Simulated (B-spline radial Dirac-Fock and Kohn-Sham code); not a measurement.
Z = 74 (tungsten), transition energy 200 keV. Method: a Dirac-Hartree-Slater potential of the neutral atom with a Latter tail (no hole, which puts coefficients of high multipoles low close above an edge), finite nucleus with surface currents. Computed with a radial finite-basis atomic code. Subshells that would emit electrons below 1 keV are left out.

Question: A pure transition shows α(K) = 1.52, L1/L2 = 0.0627 and L1/L3 = 0.123. What is its multipolarity?
A. E2
B. M3
C. E3
D. E1
E. M4
F. E4
G. M1
H. M2

Answer: F. For comparison, α(K), L1/L2, L1/L3 are E1 0.0520, 5.23, 5.34; E2 0.168, 0.369, 0.537; E3 0.502, 0.0985, 0.175; M1 0.557, 10.8, 97.4; M2 2.63, 7.45, 8.92; M3 9.40, 5.18, 1.98; M4 32.6, 3.92, 0.855.
